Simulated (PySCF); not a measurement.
C2H8FNSi2, SMILES C[Si@H]1CN[Si@H]1F.

Geometry: PBE-D3(BJ)/def2-SVP. The structure was generated by enumeration; whether it is a known compound was not checked.

Computed with PBE-D3(BJ)/def2-SVP in PySCF.

Frequencies are harmonic and unscaled.

Estimate the vibrational spectrum. (Estimate from the structure and the level; the computed values follow.)


```tsv
mode	ν (cm⁻¹)	IR (km/mol)	moving atoms (share of kinetic energy)
1	72	0.7	C 37 %, H 26 %, F 19 %, N 11 %
2	91	1.3	F 37 %, C 21 %, H 21 %, N 18 %
3	148	0.0	H 94 %
4	186	1.8	H 32 %, C 29 %, Si 28 %, F 8 %
5	215	2.9	Si 34 %, F 23 %, H 23 %, C 15 %
6	288	4.8	F 29 %, Si 26 %, N 25 %, H 12 %, C 8 %
7	405	2.0	Si 63 %, H 23 %, C 9 %
8	422	16.8	Si 47 %, N 24 %, H 13 %, C 13 %
9	470	90.7	H 81 %, N 10 %
10	606	7.0	H 81 %, C 15 %
11	627	21.2	H 73 %, C 21 %
12	630	19.1	H 57 %, C 30 %, Si 12 %
13	669	123.3	H 70 %, Si 13 %, C 10 %
14	713	6.7	Si 37 %, C 35 %, H 25 %
15	754	91.2	H 49 %, N 17 %, Si 16 %, C 11 %
16	801	65.0	H 40 %, Si 21 %, F 20 %, C 10 %, N 10 %
17	813	36.2	H 66 %, C 15 %, Si 12 %
18	834	10.3	H 64 %, F 14 %, Si 9 %
19	861	74.8	H 76 %, C 13 %, Si 9 %
20	894	187.2	Si 38 %, H 37 %, F 13 %, N 9 %
21	1035	20.7	C 35 %, N 32 %, H 32 %
22	1119	21.0	H 71 %, C 21 %
23	1139	2.2	H 88 %
24	1211	11.2	H 80 %, C 20 %
25	1290	34.8	H 63 %, N 24 %, C 12 %
26	1379	4.4	H 96 %
27	1382	4.6	H 96 %
28	1429	4.0	H 92 %
29	2143	103.4	H 97 %
30	2155	196.9	H 97 %
31	2922	60.7	H 95 %
32	2973	26.3	H 91 %, C 9 %
33	2976	3.9	H 97 %
34	3076	1.4	H 91 %, C 9 %
35	3084	1.2	H 91 %, C 9 %
36	3489	6.1	H 93 %
```
